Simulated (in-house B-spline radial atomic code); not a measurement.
Successive ionisation energies of platinum; each step leads to the configuration of the next row (after the last: [Ne] 3s2 3p3). Dirac energy differences include first-order Breit, QED and recoil terms. NIST's values go from ground level to ground level; the uncertainty of those that are theory runs from under 0.1 % in few-electron ions to several per cent in heavy many-electron ones. Computed with an all-electron radial atomic-structure program (B-spline basis): Dirac-Hartree-Fock, average of the configuration, finite nuclei.

```csv
ion,configuration,ionisation energy (eV),tabulated value (eV),tabulated kind,computed minus tabulated (eV),highest orbital,largest mean radius (bohr)
Pt56+,[Ar] 3d4,5598.0,5654,tabulated theory,-56,3d5/2,0.18061
Pt57+,[Ar] 3d3,5745.9,5800,tabulated theory,-54,3d5/2,0.17963
Pt58+,[Ar] 3d2,5895.5,5959,tabulated theory,-64,3d5/2,0.17866
Pt59+,[Ar] 3d1,6046.6,6106,tabulated theory,-59,3d5/2,0.1777
Pt60+,[Ne] 3s2 3p6,6667.5,6517,tabulated theory,150,3p3/2,0.17674
Pt61+,[Ne] 3s2 3p5,6802.1,6646,tabulated theory,156,3p3/2,0.17583
Pt62+,[Ne] 3s2 3p4,6937.6,6787,tabulated theory,151,3p3/2,0.17499
```

Where a p, d or f electron is removed, the computed value is a mean over both j, so it misses the tabulated one by a part of the spin-orbit splitting; averaging over terms and missing correlation add to the gap, relatively most at low charge.
